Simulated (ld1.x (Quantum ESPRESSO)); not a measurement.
# zinc, PAW: configuration errors across variants

zinc (Zn), PAW, made with ld1.x (Quantum ESPRESSO) 7.5 (LDA (PZ), scalar-relativistic). Core [Ar], reference 3d10 4s2 4p0. Waves: 4s (bound): rcut 1.40, rcutus 1.95 bohr; 4s channel at 0.15 Ry: rcut 1.40, rcutus 1.95 bohr; 4p (bound, empty): rcut 2.35, rcutus 3.15 bohr; 4p channel at 0.3 Ry: rcut 2.35, rcutus 3.15 bohr; 3d (bound): rcut 0.85, rcutus 1.10 bohr; 3d channel at 1.1 Ry: rcut 0.85, rcutus 1.10 bohr. Local part: all-electron potential smoothed inside 2.40 bohr (lloc = -1). Core correction: Bessel-smoothed model core, default radius (core density twice the valence density). Augmentation charge: BESSEL, radius 0.85 bohr.

All-electron excitation energies from the reference (eV): (1) 3d10 4s1 4p0 10.190; (2) 3d10 4s0 4p0 28.959; (3) 3d9 4s0 4p0 69.849; (4) 3d10 4s0 4p1 16.614; (5) 3d10 4s1 4p1 5.184; (6) 3d9 4s2 4p1 12.355; (7) 3d9 4s2 4p0 18.205; (8) 3d10 4s1 4p0 spin 9.942; (9) 3d9 4s0 4p0 spin 69.578.

Spin tests fill each open shell by Hund’s rule, majority spin first.

The overlap operator is not positive definite (basis up to 400 Ry) in “all radii but the core radius scaled by about 1.39 (s 2.72, p 4.38, d 1.54 bohr, rcut 1.94/3.26/1.18); local potential all-electron potential smoothed inside 3.34 bohr (lloc = -1); augmentation BESSEL, radius 1.18 bohr”. Such files are unfit for use, however small their errors in these radial tests.

2 further variants failed, have other tests or too few solved ones, and are left out.

Errors AE − PS in meV (a dash: test not solved or not reliable):

```csv
change,(1),(2),(3),(4),(5),(6),(7),(8),(9),bound ghosts
base,-2.4,-11,-172,-7.5,-1.6,-103,-121,-2.8,-172,none
"all radii but the core radius scaled by about 0.89 (s 1.74, p 2.82, d 0.98 bohr, rcut 1.26/2.10/0.76); local potential all-electron potential smoothed inside 2.14 bohr (lloc = -1); augmentation BESSEL, radius 0.76 bohr",-2.6,-11,-167,-7.7,-1.0,-105,-122,-3.1,-167,none
"all radii but the core radius scaled by about 1.09 (s 2.12, p 3.42, d 1.20 bohr, rcut 1.52/2.56/0.92); local potential all-electron potential smoothed inside 2.62 bohr (lloc = -1); augmentation BESSEL, radius 0.92 bohr",-2.1,-9.9,-178,-6.7,-1.4,-102,-118,-2.3,-178,none
"all radii but the core radius scaled by about 1.16 (s 2.26, p 3.64, d 1.28 bohr, rcut 1.62/2.72/0.98); local potential all-electron potential smoothed inside 2.78 bohr (lloc = -1); augmentation BESSEL, radius 0.98 bohr",-1.3,-7.6,-183,-4.1,-0.7,-92,-99,-1.0,-183,none
"all radii but the core radius scaled by about 1.22 (s 2.38, p 3.84, d 1.34 bohr, rcut 1.70/2.86/1.04); local potential all-electron potential smoothed inside 2.92 bohr (lloc = -1); augmentation BESSEL, radius 1.04 bohr",-0.9,-7.4,-187,+0.4,+0.6,-82,-84,-0.2,-188,none
"all radii but the core radius scaled by about 1.39 (s 2.72, p 4.38, d 1.54 bohr, rcut 1.94/3.26/1.18); local potential all-electron potential smoothed inside 3.34 bohr (lloc = -1); augmentation BESSEL, radius 1.18 bohr",–,–,–,–,–,–,–,–,–,not determined (overlap not positive)
```

(1) Give the same row for: all radii but the core radius scaled by about 1.30 (s 2.54, p 4.10, d 1.44 bohr, rcut 1.82/3.06/1.10); local potential all-electron potential smoothed inside 3.12 bohr (lloc = -1); augmentation BESSEL, radius 1.10 bohr.

Results:

(1) -0.7, -9.0, –, -0.3, +1.9, -84, -58, +0.3, –; bound ghosts: none. Not counted: 3d9 4s0 4p0 (solver errors, printed error -1224 eV); 3d9 4s0 4p0 (spin-polarised) (solver errors, printed error -1224 eV).
